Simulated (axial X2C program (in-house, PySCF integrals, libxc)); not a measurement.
## Worked dissociation energy of MnSe: PBE0, without spin–orbit coupling

Calculated with an in-house relativistic program for diatomic molecules. Spin-free means the one-electron spin-free X2C Hamiltonian. Basis: Se dyall-cv3z [8s9p6d4f1g], Mn dyall-cv3z [9s10p6d3f2g] (cores contracted in-house); Gaussian nuclei, density fitting, unrestricted open shells. Masses: Se 79.917 u, Mn 54.938 u.

Molecular state: M_S = 5/2, Λ = 0 (beyond evenly filled blocks: σα, π+α, π-α, δ+α, δ-α).

| Property | Result |
| --- | --- |
| E(Se) (2M_S = 2, M_L = 0) | -2429.613081 hartree |
| E(Mn) (2M_S = 5, M_L = 0) | -1158.358305 hartree |
| E(MnSe) at Re | -3588.073828 hartree |
| ωe | 367.7 cm⁻¹ |
| ωexe | 1.13 cm⁻¹ |

**Question.** Work out De and D0.

**Answer.** De = -2429.613081 + (-1158.358305) − (-3588.073828) = 0.10244 hartree = 2.788 eV. The zero-point energy is ωe/2 − ωexe/4 = 184 cm⁻¹ = 0.023 eV, so D0 = 2.765 eV.

The state is a single determinant with fixed occupations, the lowest that a limited PBE0 search found. Dissociation energies refer to the lowest single-determinant-based atoms at the same level and basis. The determinant is spin-polarised beyond a pure state at some levels (its spin-free form has ⟨S²⟩ too high), which makes Re and μ there less reliable. Spin-free De lacks the spin–orbit lowering of the heavy p-block atom, a tenth of an eV or more for 4p and 5p, up to an eV for 6p and one to two eV for 7p atoms, less what an open-shell molecule gains itself.

Each atomic determinant is the lowest at this level and need not be a pure term. Totals compare only within one Hamiltonian and basis.
